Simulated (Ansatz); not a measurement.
System: C₃H₄N₃, net charge 1, singlet state. It need not be the lowest isomer of its formula. 
Coordinates optimised at B3LYP-D3(BJ)/def2-TZVP (Ansatz, a quantum-chemistry and plane-wave program):
SMILES: c1nc[nH+]cn1
```xyz
10

C      1.3346     0.0235    -0.0050
N      0.7407    -1.1753    -0.0342
C     -0.5660    -1.1776    -0.0288
N     -1.2664    -0.0223     0.0047
C     -0.6069     1.1569     0.0332
N      0.6990     1.2007     0.0288
H      2.4183     0.0426    -0.0090
H     -1.1229    -2.1075    -0.0510
H     -2.2834    -0.0402     0.0085
H     -1.1961     2.0666     0.0597
```
Charge +1, spin multiplicity 1.

Total electronic energies in hartree. Valence correlation only, unless marked. Spin-orbit coupling is left out. Non-relativistic. Basis-set limits of correlation are two-point, X^-3; Hartree-Fock from the larger set (for Q and 5 zeta extrapolated as (X+1)exp(-9√X)). The bracket is a focal-point correction in the basis named.

```csv
level,program,energy (Eh)
HF/STO-3G,Ansatz,-275.53061
HF/6-31G*,Ansatz,-279.03332
HF/cc-pwCVTZ,Ansatz,-279.13349
revPBE-D4/def2-TZVPD,Ansatz + dftd4,-280.76005
PBE0-D3(BJ)/def2-TZVP,Ansatz + dftd3,-280.48805
CAM-B3LYP-D3(BJ)/def2-TZVPD,Ansatz + dftd3,…
LC-wPBE-D4/def2-TZVPD,Ansatz + dftd4,-280.61239
B2GP-PLYP/def2-TZVPD,Ansatz,-280.52345
B2PLYP-D4/def2-TZVPD,Ansatz + dftd4,-280.58626
RPA@PBE/cc-pVQZ,Ansatz,-280.81517
MP2/cc-pwCVTZ,Ansatz,-280.17671
SCS-MP2/6-31G,Ansatz,-279.42893
CCSD/6-31G,Ansatz,-279.47192
"RI-MP2/CBS(cc-pVTZ,cc-pVQZ)+[CCSD(T)-MP2]/cc-pVDZ",Ansatz,-280.3613
"CCSD(T)/CBS(cc-pVQZ,cc-pV5Z)",Ansatz,-280.3550
```

Question: What belongs in the gaps?

Answer: 
- CAM-B3LYP-D3(BJ)/def2-TZVPD, energy (Eh): -280.67532
